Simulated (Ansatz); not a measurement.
Isolated molecules relaxed with PBE0-D4/def2-TZVP in Ansatz; ΔE leaves out vibrations. CCSD(T)/CBS adds triple-zeta CCSD(T) − MP2 to the extrapolated MP2 energy (def2 sets, frozen cores). This one scheme is used for every species. Functionals use def2-TZVPP. B3LYP here is the variant with VWN-RPA as its local correlation; programs differ in this. For Ge outer-core shells are correlated without core-valence functions, which leaves a few kJ/mol of doubt a bond. Scalar relativity is left out up to krypton. One conformer a species, not always the lowest.

Consider the substitution at a C–S bond: `[SiH3]S[CH2][GeH3]` + `BS` → `BS[CH2][GeH3]` + `[SiH3]S`.

| level | ΔE (kJ/mol) |
| --- | --- |
| B3LYP-D4 | -7.5 |
| PBE | -9.6 |

Task: What does CCSD(T)/CBS give? (Best estimate.)

Result: Ansatz gave: -7.7 kJ/mol. The listed levels differ from it by 0.2, -1.9 kJ/mol.

Largest T1 diagnostic among the species: 0.015.
